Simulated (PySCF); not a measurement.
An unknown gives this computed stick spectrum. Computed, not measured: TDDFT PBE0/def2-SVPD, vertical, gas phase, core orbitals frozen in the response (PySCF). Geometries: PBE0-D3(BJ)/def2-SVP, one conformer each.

```json
{"state": "S1", "E (eV)": "4.38", "f": "0.0002"}
{"state": "S2", "E (eV)": "7.00", "f": "0.018"}
{"state": "S3", "E (eV)": "7.50", "f": "0.0084"}
{"state": "S4", "E (eV)": "7.58", "f": "0.043"}
{"state": "S5", "E (eV)": "7.64", "f": "0.0006"}
{"state": "S6", "E (eV)": "7.83", "f": "0.0004"}
{"state": "S7", "E (eV)": "7.85", "f": "0.0033"}
{"state": "S8", "E (eV)": "8.00", "f": "0.037"}
{"state": "S9", "E (eV)": "8.11", "f": "0.038"}
{"state": "S10", "E (eV)": "8.12", "f": "0.0065"}
```

Orbital energies (eV): HOMO-3 -9.56, HOMO-2 -9.37, HOMO-1 -9.10, HOMO -7.46, LUMO -0.68, LUMO+1 0.64, LUMO+2 0.96.

Task: Which candidate is it? All have the formula C6H12O.
A. `C1C(CCC1)CO`
B. `CCCCCC=O`
C. `C=C(CCC)OC`

Result: B. Its S1, at 4.38 eV, is the lowest among the candidates; the nearest of the others has S1 at 6.21 eV. S1 is HOMO→LUMO (99%). S1 has the pattern of n→π* at C=O. At the same level the other candidates give, for their lowest levels:
- `C=C(CCC)OC`: 6.21 eV (f 0.037); 6.64 eV (f 0.036); 6.92 eV (f 0.218); 7.02 eV (f 0.018); 7.16 eV (f 0.001); HOMO -6.53, LUMO 0.74 eV
- `OCC1CCCC1`: 6.88 eV (f 0.004); 7.71 eV (f 0.007); 7.93 eV (f 0.005); 8.06 eV (f 0.012); 8.12 eV (f 0.041); T1 6.61 eV; HOMO -7.78, LUMO 0.54 eV

The values belong to the conformer `[CH3:1][CH2:2][CH2:3][CH2:4][CH2:5][CH:6]=[O:7]`: C1–C2–C3–C4 179°, C2–C3–C4–C5 180°, C3–C4–C5–C6 179°, C4–C5–C6–O7 -1°.
Triplets come from the Tamm–Dancoff approximation.
